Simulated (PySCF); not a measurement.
**Electron correlation in Mg³⁺ (magnesium, charge +3)**

[He] 2s2 2p5, 2P determinant. Calculation: PySCF 2.14, in x2c-TZVPall (5s4p3d, 32 functions); the spin-free X2C one-electron Hamiltonian (Gaussian nucleus). Frozen: [He] 2s2; 5 electrons correlated.

Total MP2 correlation energy: -73.89 mhartree.

Same-spin part -21.62 and opposite-spin part -52.27 mhartree; SCS-MP2 scales them by 1/3 and 6/5 to -69.93 mhartree.

```json
{"level": "CCSD", "correlation energy (mhartree)": "-78.65"}
{"level": "(T)", "correlation energy (mhartree)": "-0.25"}
{"level": "CCSD(T)", "correlation energy (mhartree)": "-78.90"}
```

Diagnostics: T1 = 0.0013, D1 = 0.0020, largest double amplitude 0.014.

Cost of the coupled-cluster step: 0.51 s of wall time on 1 thread of Neoverse-N1 (shared host), for 5 correlated electrons.

Iterations:

```
CC2 = 0
CCSD nocc = (np.int64(3), np.int64(2)), nmo = (30, 30)
frozen orbitals [[0, 1], [0, 1]]
max_cycle = 100
direct = 0
conv_tol = 1e-08
conv_tol_normt = 1e-06
diis_space = 8
diis_start_cycle = 0
Init t2, MP2 energy = -0.0738922283156988
Init E_corr(UCCSD) = -0.073892228315918
cycle = 1  E_corr(UCCSD) = -0.0782255249734661  dE = -0.00433329666  norm(t1,t2) = 0.00647014
cycle = 2  E_corr(UCCSD) = -0.0785847619282231  dE = -0.000359236955  norm(t1,t2) = 0.00141234
cycle = 3  E_corr(UCCSD) = -0.0786571811346372  dE = -7.24192064e-05  norm(t1,t2) = 0.000540584
cycle = 4  E_corr(UCCSD) = -0.0786501343937089  dE = 7.04674093e-06  norm(t1,t2) = 6.94521e-05
cycle = 5  E_corr(UCCSD) = -0.0786506725878351  dE = -5.38194126e-07  norm(t1,t2) = 9.11687e-06
cycle = 6  E_corr(UCCSD) = -0.0786507141711777  dE = -4.15833426e-08  norm(t1,t2) = 1.74659e-06
cycle = 7  E_corr(UCCSD) = -0.0786506926025834  dE = 2.15685943e-08  norm(t1,t2) = 1.76046e-07
cycle = 8  E_corr(UCCSD) = -0.0786506929029233  dE = -3.00339864e-10  norm(t1,t2) = 1.91394e-08
UCCSD converged
E(UCCSD) = -196.317960227767  E_corr = -0.07865069290292326
UCCSD(T) correction = -0.000246568492861907
```
